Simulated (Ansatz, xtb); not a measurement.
Species: BF (charge +1, doublet). SMILES: [B][F+]
Coordinates optimised at B3LYP-D3(BJ)/def2-TZVP (Ansatz, a first-principles code):
```
B
F 1 1.2149
```
Charge +1, spin multiplicity 2.

Harmonic wavenumbers from GFN2-xTB (xtb, at its own minimum), cm⁻¹: 1846.

Problem. Give the harmonic wavenumbers at B3LYP-D3(BJ)/def2-TZVP (Ansatz, finite differences of forces, unscaled).

Solution. 1699 cm⁻¹. Zero-point energy 2.4 kcal/mol.

Problem. From these and the geometry, give the ideal-gas thermochemistry at 298.15 K and 1 atm (rigid rotor, harmonic oscillator).

Solution. Point group C∞v, rotational symmetry number 1. Rotational constants 49.7, 49.7 GHz. S(trans) 36.11, S(rot) 11.58, S(vib) 0.01, S(elec, spin only) 1.38, S 49.1 cal/(mol K). H(298) - H(0) 2.08 kcal/mol; G - E(el) -10.1 kcal/mol.
